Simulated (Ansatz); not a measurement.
Cost and result for the atomization energy of `CC[N](C)[InH2]` (15 atoms, 14 bonds).

```csv
atom,x (Å),y (Å),z (Å)
C1,-0.388,-0.788,1.732
C2,0.098,0.420,0.964
N3,0.116,0.246,-0.465
C4,0.586,1.431,-1.137
In5,-0.417,-1.391,-1.530
H6,0.247,-1.659,1.550
H7,-1.411,-1.053,1.453
H8,-0.376,-0.584,2.805
H9,1.110,0.685,1.317
H10,-0.536,1.286,1.222
H11,0.597,1.291,-2.220
H12,1.608,1.699,-0.825
H13,-0.051,2.303,-0.919
H14,-0.973,-2.799,-0.740
H15,-0.211,-1.087,-3.208
```

Charge 0, multiplicity 1. Correlated methods include outer-core shells of In, which these sets cover unevenly. In: def2 effective core potential. The geometry is a stationary point of PBE0-D4/def2-TZVP. It is one conformer, not always the lowest. Program: Ansatz. All runs use 8 threads of an Arm Neoverse V2 on a shared host. Times are those of one run each, without the atoms' runs, and a repeat can differ threefold. Electronic energies, without spin–orbit coupling; frozen cores. CCSD(T)/CBS adds CCSD(T) − MP2 in def2-TZVPP to the MP2 limit, and its time is that of the two runs behind it. T1 = 0.016. With those shells the extrapolation isn't a true limit. B3LYP takes the VWN-RPA correlation (the form of Gaussian; ORCA's B3LYP/G).

CCSD(T)/CBS is a level of theory with its own doubt, some kJ/mol a heavy atom from the limit and from the frozen cores, so smaller differences don't rank the functionals.

```json
{"level": "BLYP-D4/def2-TZVPP", "functions": "314", "wall time": "2.1 s", "atomization (kJ/mol)": "5135.5", "difference from CCSD(T)/CBS": "-34.2", "per bond": "-2.4"}
{"level": "PBE-D4/def2-TZVPP (with forces)", "functions": "314", "wall time": "2.4 s", "atomization (kJ/mol)": "5238.1", "difference from CCSD(T)/CBS": "68.4", "per bond": "4.9"}
{"level": "PBE0-D4/def2-TZVPP", "functions": "314", "wall time": "2.9 s", "atomization (kJ/mol)": "5169.0", "difference from CCSD(T)/CBS": "-0.7", "per bond": "0.0"}
{"level": "CAM-B3LYP-D4/def2-TZVPP", "functions": "314", "wall time": "3.4 s", "atomization (kJ/mol)": "5190.8", "difference from CCSD(T)/CBS": "21.1", "per bond": "1.5"}
{"level": "B3LYP-D4/def2-TZVPP (with forces)", "functions": "314", "wall time": "4.6 s", "atomization (kJ/mol)": "5160.1", "difference from CCSD(T)/CBS": "-9.6", "per bond": "-0.7"}
{"level": "r2SCANh-D4/def2-TZVPP", "functions": "314", "wall time": "4.6 s", "atomization (kJ/mol)": "5132.8", "difference from CCSD(T)/CBS": "-36.9", "per bond": "-2.6"}
{"level": "B2PLYP/def2-TZVPP", "functions": "314", "wall time": "6 s", "atomization (kJ/mol)": "5096.6", "difference from CCSD(T)/CBS": "-73.1", "per bond": "-5.2"}
{"level": "B97M-V/def2-TZVPP", "functions": "314", "wall time": "8.5 s", "atomization (kJ/mol)": "5176.6", "difference from CCSD(T)/CBS": "6.9", "per bond": "0.5"}
{"level": "ωB97M-V/def2-TZVPP (with forces)", "functions": "314", "wall time": "11 s", "atomization (kJ/mol)": "5175.8", "difference from CCSD(T)/CBS": "6.1", "per bond": "0.4"}
{"level": "CCSD(T)/def2-SVP", "functions": "132", "wall time": "11 s", "atomization (kJ/mol)": "4918.8", "difference from CCSD(T)/CBS": "-250.9", "per bond": "-17.9"}
{"level": "MP2/def2-QZVPP", "functions": "610", "wall time": "26 s", "atomization (kJ/mol)": "5136.5", "difference from CCSD(T)/CBS": "-33.2", "per bond": "-2.4"}
{"level": "CCSD(T)/def2-TZVPP", "functions": "314", "wall time": "6.5 min", "atomization (kJ/mol)": "5046.9", "difference from CCSD(T)/CBS": "-122.8", "per bond": "-8.8"}
{"level": "CCSD(T)/CBS(def2)", "functions": "–", "wall time": "7 min", "atomization (kJ/mol)": "5169.7", "difference from CCSD(T)/CBS": "0.0", "per bond": "0.0"}
```

In def2-TZVPP, CCSD(T) changes the Hartree–Fock value by +1310.4 kJ/mol (the triples alone add +69.5 kJ/mol) and MP2 by +1327.1 kJ/mol; breaking electron pairs costs correlation energy, which Hartree–Fock lacks. From r2SCAN to r2SCAN0 (25 % exact exchange), in def2-TZVPP and without D4, the atomization energy moves by −57.2 kJ/mol: exact exchange takes away binding that semilocal exchange gives to molecules. The D4 term adds +50.9 kJ/mol with B3LYP and +26.9 kJ/mol with PBE0; it sums over pairs of atoms, weighted by their polarisabilities, and B3LYP, whose exchange is more repulsive, gets the larger term.

Spin–orbit coupling would lower the free In atoms strongly, and the atomization energy with them, by more than many differences here.
